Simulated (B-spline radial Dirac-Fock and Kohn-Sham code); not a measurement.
**Cross section and asymmetry of the 6p3/2 subshell of Yb³⁺**

System: the Yb³⁺ ion, configuration [Xe] 4f12 6p1 (not the ground configuration). The computed 6p3/2 threshold is 22.82 eV; without correlation, outer thresholds are uncertain by 1 to 2 eV. With an open shell the threshold is an average over the terms of the final ion.

Level of theory: a relativistic central-field model (Hartree-Slater potential of the initial state, Latter tail, multipole expansion of the photon field, Dirac-Fock thresholds); a radial B-spline solver. Interchannel coupling and autoionising resonances are not included, so magnitudes near threshold are approximate.

Q: How do σ and β run from threshold to 400 eV kinetic energy?

A: The cross section shows no minimum in this range. It is largest at the lowest energy, 0.259 Mb. β ranges from -0.19 (at 83.7 eV) to 1.88.

```tsv
kinetic energy (eV)	σ (Mb)	β
1.5	0.259	1.88
1.9	0.248	1.86
2.3	0.235	1.84
2.9	0.219	1.82
3.7	0.202	1.79
4.6	0.183	1.75
5.7	0.163	1.70
7.2	0.142	1.64
9.0	0.121	1.56
11.2	0.101	1.47
14.0	0.0839	1.34
17.5	0.0640	1.13
21.9	0.0444	0.89
27.4	0.0335	0.69
34.2	0.0251	0.48
42.8	0.0189	0.26
53.5	0.0144	0.05
66.9	0.0111	-0.13
83.7	0.00867	-0.19
104.7	0.00681	-0.11
130.9	0.00536	0.05
163.6	0.00423	0.27
204.6	0.00336	0.50
255.8	0.00266	0.72
319.9	0.00207	0.92
400.0	0.00158	1.10
```
